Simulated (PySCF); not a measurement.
Species: C8H11O2 (charge -1).
SMILES with atom numbers: `[O:1]=[C:2]([O-:3])/[CH:4]=[CH:5]/[CH:6]1[CH2:7][CH2:8][CH2:9][CH2:10]1` (hydrogens: H11 on C4; H12 on C5; H13 on C6; H14, H15 on C7; H16, H17 on C8; H18, H19 on C9; H20, H21 on C10)

Computed with PBE0-D3(BJ)/def2-SVP geometry optimisation, gas phase (PySCF 2.14.0).

What internal coordinates does the optimisation give?

```json
{"bond": "O1=C2", "length (bohr)": "2.357"}
{"bond": "C2–O3", "length (bohr)": "2.357"}
{"bond": "C2–C4", "length (bohr)": "2.911"}
{"bond": "C4=C5", "length (bohr)": "2.525"}
{"bond": "C5–C6", "length (bohr)": "2.822"}
{"bond": "C6–C7, C6–C10", "length (bohr)": "2.902"}
{"bond": "C7–C8", "length (bohr)": "2.890"}
{"bond": "C8–C9", "length (bohr)": "2.924"}
{"bond": "C9–C10", "length (bohr)": "2.910"}
{"bond": "C4–H11", "length (bohr)": "2.078"}
{"bond": "C5–H12", "length (bohr)": "2.081"}
{"bond": "C6–H13", "length (bohr)": "2.092"}
{"bond": "C7–H14, C10–H21", "length (bohr)": "2.080"}
{"bond": "C7–H15, C10–H20", "length (bohr)": "2.086"}
{"bond": "C8–H16, C9–H19", "length (bohr)": "2.083"}
{"bond": "C8–H17, C9–H18", "length (bohr)": "2.082"}
```

Bonds in one row agree within 0.02 bohr and their mean is given. A selection of angles:
```json
{"angle": "O1–C2–O3", "degrees": "130.0"}
{"angle": "O1–C2–C4", "degrees": "115.8"}
{"angle": "O3–C2–C4", "degrees": "114.2"}
{"angle": "C2–C4–C5", "degrees": "123.0"}
{"angle": "C2–C4–H11", "degrees": "116.2"}
{"angle": "C5–C4–H11", "degrees": "120.8"}
{"angle": "C4–C5–C6", "degrees": "126.9"}
{"angle": "C4–C5–H12", "degrees": "115.1"}
{"angle": "C6–C5–H12", "degrees": "118.0"}
{"angle": "C5–C6–C7", "degrees": "114.8"}
{"angle": "C5–C6–H13", "degrees": "109.0"}
{"angle": "C7–C6–C10", "degrees": "101.3"}
{"angle": "C7–C6–H13", "degrees": "108.0"}
{"angle": "C10–C6–H13", "degrees": "108.6"}
{"angle": "C6–C7–C8", "degrees": "104.3"}
{"angle": "C6–C7–H14", "degrees": "112.6"}
{"angle": "C6–C7–H15", "degrees": "108.4"}
{"angle": "C8–C7–H14", "degrees": "113.8"}
{"angle": "C8–C7–H15", "degrees": "110.7"}
{"angle": "H14–C7–H15", "degrees": "107.0"}
{"angle": "C7–C8–C9", "degrees": "105.2"}
{"angle": "C7–C8–H16", "degrees": "109.5"}
{"angle": "C7–C8–H17", "degrees": "113.1"}
{"angle": "C9–C8–H16", "degrees": "109.9"}
{"angle": "C9–C8–H17", "degrees": "112.8"}
{"angle": "H16–C8–H17", "degrees": "106.5"}
{"angle": "C8–C9–H18", "degrees": "111.7"}
{"angle": "C8–C9–H19", "degrees": "110.7"}
{"angle": "C10–C9–H18", "degrees": "111.4"}
{"angle": "C10–C9–H19", "degrees": "111.4"}
{"angle": "C9–C10–H20", "degrees": "110.4"}
{"angle": "C6–C10–C9", "degrees": "105.9"}
{"angle": "C6–C10–H21", "degrees": "112.3"}
```

Torsions: O1–C2–C4–C5 -2° (synperiplanar); C2–C4–C5–C6 -179° (antiperiplanar); C4–C5–C6–C7 120° (anticlinal); C5–C6–C7–C8 166° (antiperiplanar); C6–C7–C8–C9 -32° (synclinal); C7–C8–C9–C10 9° (synperiplanar); C8–C9–C10–C6 17° (synperiplanar); C5–C6–C10–C9 -161° (antiperiplanar). The mirror-image conformer, all signs reversed, is as good.

Of the pairs four or more bonds apart, O1···H12 is among the closest relative to their van der Waals radii: 2.42 Å, 89 % of the sum of Bondi's values. C5 (alkene CH carbon) is planar (angles 126.9°, 118.0° and 115.1°, sum 360.0°, 0.00 Å off the plane of its three neighbours). C2 (carboxylate carbon) is planar (angles 130.0°, 115.8° and 114.2°, sum 360.0°, 0.00 Å off the plane of its three neighbours). The 8 C–C bonds span 1.336 Å (C4=C5, drawn double) to 1.548 Å (C8–C9, drawn single), a spread of 0.212 Å. C4 (alkene CH carbon) is planar (angles 123.0°, 120.8° and 116.2°, sum 360.0°, 0.00 Å off the plane of its three neighbours). The 5-membered ring C6–C7–C8–C9–C10 has internal angles of 101.3° to 105.9° (sum 522°, against 540° for a flat polygon); it is puckered, 0.18 Å rms from its mean plane, widest ring torsion 42°.

Point group: near Cs, missed by 0.39 Å at most; the miss may be what the optimiser left on a soft mode. Not checked by PBE0-D3(BJ)/def2-SVP frequencies. The geometry's basis has no diffuse functions, a weakness for an anion.

Cost: about 11 min of CPU time on one thread; the machine was shared, so the figure is rough. These figures are those of the optimisation.
